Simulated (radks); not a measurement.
Results of a calculation; reference values are marked as such.
Al, configuration [Ne] 3s1 3p2 (not the ground configuration).

Code: a radial shooting solver on a logarithmic mesh with Libxc functionals. Model: scalar-relativistic Kohn-Sham, r2SCAN, spin-polarised, spherical densities, finite nucleus; open shells are filled with parallel spins first; meta-GGA in the generalised Kohn-Sham scheme; Fermi nuclear charge, rms radius 3.061 fm.

Energy parts (hartree):
part                      energy
total                 -242.67926
kinetic                243.15303
electron-nucleus      -579.85451
Hartree                112.62708
exchange-correlation   -18.60486

Orbitals (lengths in bohr, moments of r in powers of bohr; r(90%) holds 90 % of the orbital's charge):
| orbital | occ. | eigenvalue (hartree) | <1/r> | <r> | <r^2> | r(90%) |
|---|---|---|---|---|---|---|
| 1s up | 1 | -55.95298 | 12.63 | 0.1202 | 0.01946 | 0.215 |
| 1s down | 1 | -55.94324 | 12.63 | 0.1202 | 0.01946 | 0.215 |
| 2s up | 1 | -4.14806 | 2.351 | 0.6229 | 0.4649 | 0.984 |
| 2s down | 1 | -4.14002 | 2.346 | 0.6240 | 0.4663 | 0.987 |
| 2p up | 3 | -2.66858 | 2.212 | 0.6018 | 0.4603 | 1.02 |
| 2p down | 3 | -2.65541 | 2.211 | 0.6011 | 0.4576 | 1.01 |
| 3s up | 1 | -0.35766 | 0.5337 | 2.491 | 7.189 | 3.78 |
| 3p up | 2 | -0.14894 | 0.4203 | 3.138 | 11.62 | 4.88 |

The highest occupied level is 3p up at -4.053 eV. The electron density at the nucleus is 1500 e/bohr^3 (large components only).
